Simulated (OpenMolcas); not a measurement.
## What dynamic correlation does to the levels of Mo3+

| Quantity | Value |
| --- | --- |
| Program | OpenMolcas |
| Basis | ANO-RCC-VQZP [8s7p5d3f2g1h] |
| Scalar Hamiltonian | DKH2, point nucleus |
| Active space | 3 electrons in 10 orbitals (4d 5d) |
| State averaging | 2S+1 = 4 even, 10 roots; 2S+1 = 2 even, 40 roots |
| Spin-orbit coupling | RASSI with atomic mean-field integrals over the reference wave functions, term energies averaged over their components |

Methods on the same reference wave functions:
A. CASSCF
B. SS-CASPT2, IPEA 0.25 Eh, imaginary shift 0.1 Eh (closed shells correlated: 4s 4p)
C. MS-CASPT2, IPEA 0.25 Eh, imaginary shift 0.1 Eh (closed shells correlated: 4s 4p)

Energies in cm-1 above 4d3 4F 3/2, the measured ground level; measured values from Sugar and Musgrove, J. Phys. Chem. Ref. Data 17, 155 (1988).

```json
{"Level": "4d3 4F 3/2", "A": "0.0", "B": "0.0", "C": "0.0", "Measured": "0.0"}
{"Level": "4d3 4F 5/2", "A": "740", "B": "761", "C": "761", "Measured": "778"}
{"Level": "4d3 4F 7/2", "A": "1695", "B": "1720", "C": "1720", "Measured": "1760"}
{"Level": "4d3 4F 9/2", "A": "2806", "B": "2810", "C": "2810", "Measured": "2865"}
{"Level": "4d3 4P 1/2", "A": "13032", "B": "10480", "C": "10480", "Measured": "10338"}
{"Level": "4d3 4P 3/2", "A": "13137", "B": "10420", "C": "10420", "Measured": "10331"}
{"Level": "4d3 2G 7/2", "A": "14083", "B": "11480", "C": "11490", "Measured": "11580"}
{"Level": "4d3 4P 5/2", "A": "14228", "B": "11800", "C": "11800", "Measured": "11612"}
{"Level": "4d3 2G 9/2", "A": "14812", "B": "12260", "C": "12260", "Measured": "12311"}
{"Level": "4d3 2P 1/2", "A": "18393", "B": "13810", "C": "13810", "Measured": "14348"}
{"Level": "4d3 2H 9/2", "A": "18683", "B": "16170", "C": "16170", "Measured": "15995"}
{"Level": "4d3 2H 11/2", "A": "19096", "B": "16600", "C": "16600", "Measured": "16357"}
{"Level": "4d3 2D 5/2(1)", "A": "20810", "B": "17000", "C": "17010", "Measured": "16809"}
{"Level": "4d3 2D 3/2(1) [54 %]", "A": "21066", "B": "16940", "C": "16920", "Measured": ""}
{"Level": "4d3 2F 7/2", "A": "30575", "B": "25260", "C": "25260", "Measured": "24787"}
{"Level": "4d3 2F 5/2", "A": "30917", "B": "25590", "C": "25590", "Measured": "25100"}
{"Level": "4d3 2D 5/2(2)", "A": "47174", "B": "40220", "C": "40210", "Measured": "38922"}
{"Level": "4d3 2D 3/2(2)", "A": "47523", "B": "40560", "C": "40580", "Measured": "39231"}
```

Deviations, from unrounded energies. A percentage is the sum of absolute deviations over the sum of measured energies, with the sign that they share, or ± where signs differ.

```csv
Against measurement,Levels,A,B,C
mean absolute deviation (cm-1),16,3400,340,340
fine structure of the ground term (%),3,-3.0,-2.1,-2.1
other terms of the ground configuration (%),13,+22.1,±2.1,±2.2
```

B, C lie about equally close to measurement and A furthest from it. The largest miss of B in the table is 4d3 2D 3/2(2), by +1300 cm-1. The ranking rests on the paired levels alone, and a cruder setting can come out closer through cancelling errors.

Between B and C the level of the table that moves most is 4d3 2D 3/2(2), by 22 cm-1 (lowest in B, highest in C). Moves below CASPT2's spread within the term are not significant.

The two smallest mean deviations differ by little beside CASPT2's spread within terms, so their order carries little weight.

From A to B the spin-free energies of the other terms of 4d3 shown, above 4F, scale by factors of 0.72 to 0.85, as is usual when dynamic correlation screens the repulsion within a d or f shell.

The lowest spin-free term lies below A's lowest term by 0.325 hartree in B, 0.325 hartree in C.

CASPT2 breaks the degeneracy within a term, and the mean is taken; among the terms shown or strongly mixed into the levels shown the widest spread is 650 cm-1 (4d3 4F, C). Active for correlation alone: 5d; no level in the range computed is led by a configuration that fills it, so any true level of that kind is missing. Without dynamic correlation excited terms often stand tens of per cent too high (terms of higher spin than the ground term too low), and those without a measured partner can miss by more than the paired ones (holds for A). The CASPT2 spread within a term exceeds the gap to the next term for 4d3 2H and 4d3 2D(1), so the order of their levels is uncertain (holds for C). Measured partners are found by configuration, term and J. A level has none where our copy of the source lacks it or the pairing is in doubt (some pairs that miss far off the trend of their configuration count as doubtful), and it then counts in no deviation. Levels of configurations outside the active space are missing. The table leaves out levels that lie high or whose names do not pair safely across all columns.

A share in square brackets marks a mixed level and gives the weight of the term that names it, the lowest over the columns. A number in round brackets counts repeated terms of one configuration in the order of the reference energies.
